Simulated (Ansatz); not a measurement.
Cartesian coordinates in Å:
```
B 0.4265 -1.3880 -0.0249
C -0.4339 -0.1085 -0.2478
C -0.1782 1.1864 0.4570
Cl 0.5640 -0.2425 -1.8147
H -0.0123 -2.4574 -0.3208
H 1.4712 -1.2759 0.5444
H -1.4644 -0.2376 -0.5724
H -0.5317 2.0509 -0.1088
H 0.8818 1.3109 0.6814
H -0.7230 1.1616 1.4066
```

The species carries charge 0 and has multiplicity 1.

(1) List the CAM-B3LYP/def2-TZVPP orbital energies in eV (the Gaussian-basis code of Ansatz). (Estimate.)

Results:

(1) The calculation gave: Occupied: -2765.04, -280.33, -279.06, -259.77, -198.86, -198.69, -198.63, -185.40, -26.31, -22.80, -19.16, -16.18, -14.56, -13.90, -13.03, -12.36, -11.11, -10.90, -10.32, -10.10. Lowest empty: 0.70, 1.43, 2.05, 2.71, 3.31, 3.60, 3.92, 4.31.
